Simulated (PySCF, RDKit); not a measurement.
Dimer: H2S (SMILES S) (first 3 atoms) with CH2O2 (SMILES O=CO); geometry from B3LYP-D3(BJ)/def2-TZVP, rigid monomers moved along the line of their centres of mass till S1···H8 is 2.70 Å.
(charge 0, multiplicity 1):
```xyz
8

S      0.1716     0.5064    -0.4256
H      0.0905    -0.7136     0.1382
H     -1.1555     0.5707    -0.6241
O     -0.2402    -1.4772     2.7977
C     -0.2552    -0.5447     3.5571
O     -0.1395     0.7404     3.2212
H     -0.3691    -0.6396     4.6452
H     -0.0376     0.8112     2.2450
```

Monomers are frozen at their geometry in the pair; levels with a basis set take the counterpoise correction. Rows marked so take none.

Rows in 6-311+G**, 6-31G* carry no dispersion term and start afresh at each structure (6-31G* with six Cartesian d functions). MP2/6-31G* freezes PySCF's default core.

Run with PySCF for 6-311+G** rows, 6-31G* rows; RDKit for the force fields. Each number belongs to the level named beside it.

Estimate the interaction energy that MMFF94 returns for this input.

-11 kJ/mol
